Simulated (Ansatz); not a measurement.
## Strength of the Al–H bond: AlH2Br → AlHBr + H

Species: AlH2Br `[AlH2][Br]`, singlet; AlHBr `[AlH][Br]`, doublet; H atom, doublet. 

Shapes, held fixed at every level: PBE0-D4/def2-TZVP. Programs: Ansatz 0.2.0. The zero-point and thermal change to 298 K, harmonic and unscaled (PBE0-D4/def2-TZVP), is -15.1 kJ/mol.

```csv
level,kind,ΔH(298 K) (kJ/mol),less CCSD(T)/def2-TZVPP,CPU time (sum over the molecules)
HF/def2-SVP,Hartree–Fock,+270.5,-76.1,–
B3LYP-D4/def2-TZVPP,global hybrid,+342.2,-4.4,8.1 s
r2SCAN0-D4/def2-TZVPP,global hybrid,+332.0,-14.6,14 s
wB97X-V/def2-TZVPP,range-separated hybrid,+352.0,+5.4,22 s
B2PLYP/def2-TZVPP,double hybrid,+342.4,-4.2,10 s
MP2/def2-TZVPP,perturbation theory,+334.4,-12.2,–
CCSD(T)/def2-TZVPP,coupled cluster or CI,+346.6,0.0,30 s
```

The highest level, CCSD(T)/def2-TZVPP, gives ΔH(298 K) = +346.6 kJ/mol; the levels span +270.5 to +352.0. The column of differences is taken from that level and isn't an error. Hartree–Fock misses the correlation of the pair that is broken and comes out low. No measured value is set beside it here. Open shells run unrestricted unless RO is named. Relativity is left out for Br unless named. Correlated rows may include outer-core shells of Br, which these sets cover unevenly. Times are processor times on shared x86 and Arm servers, and rough.
